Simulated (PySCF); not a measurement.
# How the method changes the shape and vibrations of B2H3NO

These are calculations, not measurements. They come from PySCF 2.14.0, an open-source quantum chemistry program, on an isolated molecule that a program drew, which may never have been made. The molecule is B2H3NO (charge 0, singlet), drawn as the SMILES string `BN=BO`.

The geometry was optimised and harmonic frequencies were computed with HF and MP2, all in the cc-pVDZ basis, for the commonest isotopes, with a restricted reference for singlets and an unrestricted one otherwise, and a frozen core in MP2. Each result is a local minimum of its method.

Geometry at the HF minimum:
```xyz
7
B2H3NO, angstrom
B    -1.1165    0.5068   -1.7626
N    -0.2356   -0.4626   -1.2745
B     0.5348   -1.3310   -0.8139
O     1.3619   -2.2465   -0.3486
H    -0.9464    0.9954   -2.8500
H    -2.0558    0.8615   -1.0961
H     1.1560   -2.5791    0.5142
```

Lengths of the bonds as drawn, in Å (atoms numbered as above):
```
 bond     HF    MP2
B1-N2  1.398  1.407
N2-B3  1.249  1.276
B3-O4  1.319  1.340
B1-H5  1.204  1.210
B1-H6  1.205  1.210
O4-H7  0.947  0.968
```

Rotational constants, in GHz:
| constant | HF | MP2 |
|---|---|---|
| A | 175.9 | 168.9 |
| B | 3.76 | 3.659 |
| C | 3.681 | 3.582 |

Harmonic frequencies in cm^-1, each column in rising order, so a row needn't be the same motion in every method:
```
rank    HF   MP2
   1   134   122
   2   159   142
   3   305   336
   4   454   377
   5   540   476
   6   821   773
   7  1023   968
   8  1073  1025
   9  1112  1053
  10  1298  1237
  11  1451  1393
  12  2202     ?
  13  2642  2601
  14  2696  2675
  15  4145  3867
```

**Estimate the missing MP2 frequency from the HF column.**

A single factor s that minimises the squared misfit of MP2 against s times HF over the other rows is sum(HF x MP2) / sum(HF^2) = 0.9560, with an rms misfit of 48 cm^-1. For rank 12 it gives 0.9560 x 2202 = 2105 cm^-1. The calculation gives 2075 cm^-1, 30 cm^-1 below the estimate. The drawn bonds are on average 1.3 % longer in MP2 than in HF.
